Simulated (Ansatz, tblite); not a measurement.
Removing and adding an electron: the cluster In5P5 (the lowest singlet isomer of a short search). Total charge 0; singlet. Geometry: PBE-D4/def2-SVP. Ansatz, gas phase; energy differences of separate SCF runs; the oxidised species was run as a doublet alone; the reduced species was run as a doublet alone.

```xyz
10

In   -1.606   -3.057   -1.587
In    2.127   -1.686    1.475
In   -1.771    0.192   -1.645
In   -1.816    2.513    1.324
In    2.341    0.821   -1.675
P    -0.112    0.168    2.152
P     1.027    1.696    1.038
P    -0.776   -1.367    0.719
P    -0.036    2.090   -0.838
P     0.623   -1.369   -0.962
```

In the def2 sets In takes a core potential; there is no spin–orbit coupling. The xTB rows come from tblite. The structure comes from a short search, and lower isomers may exist.

| level | −HOMO (eV) | vertical IE (eV) | −LUMO (eV) | vertical EA (eV) | HOMO–LUMO gap (eV) | IE − EA (eV) | remarks |
| --- | --- | --- | --- | --- | --- | --- | --- |
| PBE-D4/def2-SVP | 4.63 | 6.42 | 3.36 | 1.65 | 1.27 | 4.77 | HOMO above zero (-1 doublet) |
| PBE0-D4/def2-SVP | 5.35 | 6.54 | 2.89 | 1.75 | 2.47 | 4.80 | restricted SCF unstable in HF (singlet) |

Task: Estimate the rows for GFN1-xTB, GFN2-xTB.

Result: 
```csv
level,−HOMO (eV),vertical IE (eV),−LUMO (eV),vertical EA (eV),HOMO–LUMO gap (eV),IE − EA (eV)
GFN1-xTB,7.32,8.96,6.17,4.72,1.16,4.25
GFN2-xTB,7.96,9.79,7.08,5.27,0.88,4.51
```

Relaxing the reduced species (PBE-D4/def2-SVP) changes its energy by -0.45 eV at PBE-D4/def2-SVP, so the adiabatic electron affinity to this nearest minimum is 2.10 eV. At PBE0-D4/def2-SVP it is 2.25 eV.     A HOMO above zero means that the electron is unbound at that level or that self-interaction error raises the level; the energy of removing that electron tells which. Raw xTB energy differences between charge states are shifted by several eV; the methods need an empirical correction for them. Sets without diffuse functions give affinities that are too small.
